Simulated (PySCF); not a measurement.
C₆H₉ClO (charge +1 and doublet state).
SMILES with atom numbers: `[CH2:1]=[C:2]([Cl:3])[O:4][CH2:5][C:6]([CH2+:7])[CH3:8]` (hydrogens: H9, H10 on C1; H11, H12 on C5; H13, H14 on C7; H15, H16, H17 on C8)

Cartesian coordinates in Å at the GFN2-xTB level; atoms count from 1:
```
atom  x, y, z in Å
C1     3.1513    0.7943    0.3369
C2     2.2024   -0.1698    0.3448
Cl3    2.6281   -1.8390    0.4153
O4     0.9241    0.1538    0.2961
C5    -0.0842   -0.8246    0.3041
C6    -1.4430   -0.1939    0.2408
C7    -2.5374   -0.9819    0.2530
C8    -1.5001    1.2787    0.1655
H9     2.8681    1.8324    0.2899
H10    4.1971    0.5505    0.3772
H11    0.0480   -1.5132   -0.5472
H12    0.0002   -1.4486    1.2090
H13   -3.5265   -0.5597    0.2050
H14   -2.4729   -2.0560    0.3086
H15   -0.9407    1.6318   -0.7033
H16   -0.9997    1.7175    1.0312
H17   -2.5220    1.6398    0.1126
```

The hyperfine couplings belong to this conformer and change with its torsions.

Method used: UKS B3LYP, pcH-1 on C Cl H O, non-relativistic, mean-field spin-orbit, GIAO in PySCF. The structure is a single GFN2-xTB conformer in the gas phase; no vibrational or solvent corrections. The geometry wasn't refined by DFT: couplings that depend on bond lengths, twists or pyramidal angles can differ widely from those at the functional's own minimum, by a factor of two or more for some ions and for spin on atoms past the first row. The SCF solution wasn't tested for stability.

(1) Break the g tensor into its mass correction, gauge correction and orbital-Zeeman/spin–orbit terms.

(2) How much does each term add to the isotropic shift?

(3) What effective moment and Curie constant follow for a powder?

(4) What are the electron Larmor frequencies g μB B/h along the three axes at 350 mT?

(5) In a frozen sample, at which fields do the three g values resonate at 9.5, 34, 94 and 263 GHz (hyperfine left aside), and which band first spreads them over more than twice a line width of 0.3 mT?

Answers

(1) 
| Δg (ppt) | 1 | 2 | 3 |
| --- | --- | --- | --- |
| relativistic mass correction | -0.19 | -0.19 | -0.19 |
| gauge correction | 0.00 | 0.04 | 0.04 |
| orbital Zeeman/spin–orbit | -0.01 | 5.66 | 6.95 |
| total | -0.20 | 5.51 | 6.80 |

So g = 2.00212, 2.00783, 2.00912 and g_iso = 2.00636; the tensor is rhombic: the two nearest values differ by 18 % of g3 − g1. Axes: g2 points within 1° of the C2–O4 bond.

(2) The orbital-Zeeman/spin–orbit term 4.20, the mass correction -0.19 and the gauge correction 0.03 ppt, for a total of 4.04 ppt. The orbital-Zeeman/spin–orbit term is the largest in size. The mass correction is the same along every axis, so the anisotropy comes from the other two: their spans along these axes are 0.04 (gauge) and 6.96 ppt (orbital Zeeman/spin–orbit).

(3) With the mean of g² = 4.0255 and S(S+1) = 0.75: μ_eff = √(⟨g²⟩S(S+1)) = 1.738 μB and χT = 0.12505·⟨g²⟩·S(S+1) = 0.378 cm³ K/mol (cgs; spin-Hamiltonian part alone).

(4) 9.8078, 9.8357, 9.8421 GHz for g1, g2 and g3, a range of 34.3 MHz.

(5) 
| band | GHz | B(g3) mT | B(g2) mT | B(g1) mT | spread mT |
| --- | --- | --- | --- | --- | --- |
| X | 9.5 | 337.84 | 338.05 | 339.02 | 1.18 |
| Q | 34.0 | 1209.10 | 1209.87 | 1213.32 | 4.23 |
| W | 94.0 | 3342.80 | 3344.95 | 3354.49 | 11.69 |
| J | 263.0 | 9352.71 | 9358.73 | 9385.42 | 32.71 |

The spread grows in proportion to the frequency. X band is the first where it exceeds 0.6 mT.

The Mulliken spin populations are largest on C1 (+0.47), C7 (+0.23), O4 (+0.16) and C6 (+0.06). Three atoms exceed +0.15.

The HOMO–LUMO gaps are 6.19 eV among the α and 1.19 eV among the β orbitals.

Time: 3.9 min of wall time (with the writing of density and orbital grids); peak memory 1.1 GiB. Hardware: an Intel Xeon at 2.50 GHz with one thread, no GPU, on a shared host.

The SMILES draws the unpaired electron on C6; the largest computed Mulliken spin population is on C1 (0.47 against 0.06).
